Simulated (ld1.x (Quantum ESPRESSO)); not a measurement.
## Pseudopotential generation for germanium: ultrasoft, PBE, scalar-relativistic.

Ge (Z = 32), ultrasoft, made with ld1.x (Quantum ESPRESSO) 7.5 (PBE, scalar-relativistic). Core [Ar], reference 3d10 4s2 4p2. Waves: 4s (bound): rcut 1.35, rcutus 1.80 bohr; 4s channel at -0.45 Ry: rcut 1.35, rcutus 1.80 bohr; 4p (bound): rcut 1.95, rcutus 2.15 bohr; 4p channel at 4.6 Ry: rcut 1.95, rcutus 2.15 bohr; 3d (bound): rcut 1.00, rcutus 1.20 bohr; 3d channel at 1.25 Ry: rcut 1.00, rcutus 1.20 bohr. Local part: all-electron potential smoothed inside 1.60 bohr (lloc = -1). Core correction: none. Augmentation charge: PSQ, radius 0.90 bohr.

All-electron outer shells of the reference configuration (PBE, scalar-relativistic, ld1.x):

```json
{"shell": "3s", "level (eV)": "-168.49", "outermost node (bohr)": "0.26", "outermost maximum (bohr)": "0.54"}
{"shell": "3p", "level (eV)": "-115.62", "outermost node (bohr)": "0.23", "outermost maximum (bohr)": "0.54"}
{"shell": "3d", "level (eV)": "-29.31", "outermost node (bohr)": "–", "outermost maximum (bohr)": "0.50"}
{"shell": "4s", "level (eV)": "-11.73", "outermost node (bohr)": "0.77", "outermost maximum (bohr)": "1.75"}
{"shell": "4p", "level (eV)": "-3.90", "outermost node (bohr)": "0.82", "outermost maximum (bohr)": "2.22"}
```

Does the generator finish with these settings?

Yes, a potential is produced and its reference levels are reproduced.

Estimate the cutoffs (Ry, on a coarse ladder) from which the occupation-weighted sum of valence levels, in a spherical-Bessel basis at the reference potential, stays within 10 and 1 mRy of its value at 400 Ry.

100 Ry and 160 Ry.

Does the potential have ghost states?

No extra level below or beside the all-electron valence levels (s, p, d, f tested).

Is the overlap operator S = 1 + Σ q|β⟩⟨β| positive definite (Bessel basis up to 400 Ry)?

Yes: its lowest eigenvalue is 0.21 (d channel).

Which valence shell sets the plane-wave cutoff?

3d: its level needs 100 Ry to come within 1 mRy, against 12 Ry for 4s.

Its largest configuration-test error is +55 meV (3d10 4s1 4p0). 1 of 7 tests not solved or not reliable. Not counted: 3d10 4s0 4p0 (solver errors, printed error -1667 eV).
